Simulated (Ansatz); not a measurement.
Job for Ansatz (a quantum-chemistry and plane-wave program): R-BLYP/def2-TZVPP on H6O7Si2 (SMILES O[Si](O)(O)O[Si](O)(O)O).

Ansatz 0.2 input:
```yaml
crystal:
  periodic: [false, false, false]
  atoms:
    - {symbol: O, position_ang: [2.88992585, 0.48585735, 0.41737047]}
    - {symbol: Si, position_ang: [1.44630849, -0.30786854, 0.50606086]}
    - {symbol: O, position_ang: [1.41466513, -1.44381201, -0.68777353]}
    - {symbol: O, position_ang: [1.27678011, -0.88646946, 2.03824047]}
    - {symbol: O, position_ang: [0.15522019, 0.71537461, 0.28248293]}
    - {symbol: Si, position_ang: [-1.36644164, 0.52003626, -0.29713575]}
    - {symbol: O, position_ang: [-1.79726588, 1.88245384, -1.12014354]}
    - {symbol: O, position_ang: [-1.27920326, -0.85547499, -1.23724787]}
    - {symbol: O, position_ang: [-2.53829995, 0.21811898, 0.81524412]}
    - {symbol: H, position_ang: [3.29172782, 0.49633083, -0.45919715]}
    - {symbol: H, position_ang: [0.52351078, -1.57215063, -1.06035888]}
    - {symbol: H, position_ang: [2.05770610, -1.30721643, 2.41559519]}
    - {symbol: H, position_ang: [-1.07066850, 2.38873526, -1.50197846]}
    - {symbol: H, position_ang: [-2.11311523, -1.31120655, -1.40455317]}
    - {symbol: H, position_ang: [-2.89095000, 0.97739150, 1.29349431]}
basis:
  gaussian:
    orbitals: def2-TZVPP
hamiltonian:
  xc: {name: BLYP}
scf: {lower_state_search: off}
```

It printed:

```
WARN ansatz: RAYON_NUM_THREADS=8 ignored (pool sized by the plan → 8); use --threads N
Functional definition: BLYP
these checks for a lower state are left out or cut short: stability, starts, cluster_reference, orbital_swaps, neighbouring_geometries, increment
integrals: 0.58 GiB planned
1987 factors; their error is unknown
mean field: 3.08 GiB planned
mean field evaluation 1: about -30160.8400 eV, gradient 1.6e2 eV
mean field evaluation 2: about -30044.8816 eV, gradient 2.9e2 eV
mean field evaluation 4: about -30198.6372 eV, gradient 1.7e1 eV
mean field evaluation 8: about -30199.0848 eV, gradient 3.6e-1 eV
mean field evaluation 16: about -30199.0498 eV, gradient 5.6e-4 eV
mean field -30199.04976745 eV, -1109.7946093027 hartree, gradient 7.1e-6 eV, S^2 0.000000; 0 other end points of the search recorded, 0 dependent functions left out
reference -30199.05018585 eV, -1109.7946246784 hartree; 45, 45 occupied and 340, 340 virtual orbitals, 1987 factors
Total energy: -30199.05018585 eV, -1109.7946246784 hartree
Checks for a lower state left out: stability, starts, cluster_reference, orbital_swaps, neighbouring_geometries, increment
```

The run converged.

Cost: around 13 core-seconds (rough).
